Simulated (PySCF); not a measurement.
Compound: ortho-chlorotoluene, C7H7Cl.
Numbering: `[CH3:1][c:2]1[cH:3][cH:4][cH:5][cH:6][c:7]1[Cl:8]`

Structure used (PBE0-D3(BJ)/def2-TZVP), in Å, numbered top down from 1:
```
atom  x, y, z in Å
C1    -2.174   -0.345   -0.064
C2    -0.695   -0.136   -0.026
C3     0.189   -1.189   -0.244
C4     1.562   -1.009   -0.212
C5     2.087    0.248    0.043
C6     1.235    1.317    0.264
C7    -0.135    1.116    0.228
Cl8   -1.176    2.472    0.508
H9    -2.636   -0.071    0.888
H10   -2.409   -1.388   -0.275
H11   -2.641    0.279   -0.830
H12   -0.220   -2.174   -0.443
H13    2.222   -1.851   -0.385
H14    3.160    0.402    0.071
H15    1.622    2.308    0.465
```

NICS is the negative of the GIAO shielding at a point without a nucleus: at the ring centre (0) and 1 Å above and below it (1); zz is the component along the ring normal. Level: GIAO B97-2/pcSseg-2 (PySCF, non-relativistic, gas phase) on the PBE0-D3(BJ)/def2-TZVP geometry, one conformer.

Ring bond lengths (Å): C2–C3 1.392, C3–C4 1.386, C4–C5 1.386, C5–C6 1.385, C6–C7 1.385, C7–C2 1.394.

Question: What do the NICS probes read (ppm)?

Answer: 
```csv
ring,type,NICS(0),"NICS(1), two faces","NICS(1)zz, two faces",rms pucker (Å),"centre to ring atoms, mean (Å)"
C2–C3–C4–C5–C6–C7,6-membered carbocycle; formal bonds all aromatic,-8.9,-9.8 / -9.8,-27.3 / -27.3,0.00,1.39
```

Question: What can be read from them?

Answer: 
- C2–C3–C4–C5–C6–C7: mean NICS(1)zz -27.3 ppm, shielded. The ring is flat and has no four-coordinate atom; by the NICS criterion it is aromatic.

Question: And the bond-length index? HOMA = 1 − mean of α(R − Ropt)² over the ring bonds, with Krygowski's 1993 parameters (CC: Ropt 1.388 Å, α 257.7 Å⁻²).

Answer: 
- C2–C3–C4–C5–C6–C7: HOMA 1.00 = 1 − EN − GEO, with mean bond length 1.388 Å, EN = α(Ropt − mean)² = 0.000 and GEO = α × variance = 0.004. The geometric and the magnetic index point the same way.

Question: At the second NICS(1) probe listed for ring C2–C3–C4–C5–C6–C7, 1 Å off the ring, what do the in-plane components average?

Answer: The isotropic value is a third of the trace: (3 × -9.8 − (-27.3))/2 = -1.1 ppm.

Question: List the ring angles.

Answer: 
- C2–C3–C4–C5–C6–C7: C2 116.9°, C3 121.9°, C4 119.8°, C5 119.7°, C6 119.5°, C7 122.2°; sum 720.0° against 720° for a flat convex ring.

Question: What are the shieldings of the ring atoms and their hydrogens in the same run (means over atoms taken as equivalent)?

Answer: 
```
atoms                  environment  σ isotropic (ppm)
   C2  substituted aromatic carbon               40.4
   C3           aromatic CH carbon               48.0
   C4           aromatic CH carbon               52.9
   C5           aromatic CH carbon               51.9
   C6           aromatic CH carbon               49.2
   C7         aromatic C–Cl carbon               37.9
  H12            aromatic hydrogen              24.17
  H13            aromatic hydrogen              24.29
  H14            aromatic hydrogen              24.25
  H15            aromatic hydrogen              24.03
```

Question: How do the values depend on the level or the medium?

Answer: 
```csv
level,"NICS(0), C2–C3–C4–C5–C6–C7","mean NICS(1)zz, C2–C3–C4–C5–C6–C7"
"B97-2/pcSseg-2, gas",-8.9,-27.3
"KT3/pcSseg-2, gas",-8.8,-26.3
"PBE0/pcSseg-2, gas",-8.8,-27.4
"wB97X-D/pcSseg-2, gas",-8.7,-27.6
"WP04/pcSseg-2, IEF-PCM chloroform",-9.3,-26.8
"wB97X-D/pcSseg-2, IEF-PCM chloroform",-8.6,-27.7
```

The geometry is the same throughout; the continuum's cavity takes Bondi-type radii × 1.2.

The run took 26 s wall, 65 s CPU on AMD EPYC 9R45, 2 threads, no GPU, shared host with 96 logical CPUs at a one-minute load of 28, and the process peaked at 2.6 GiB of memory. This is the whole shielding run at B97-2/pcSseg-2, SCF included.
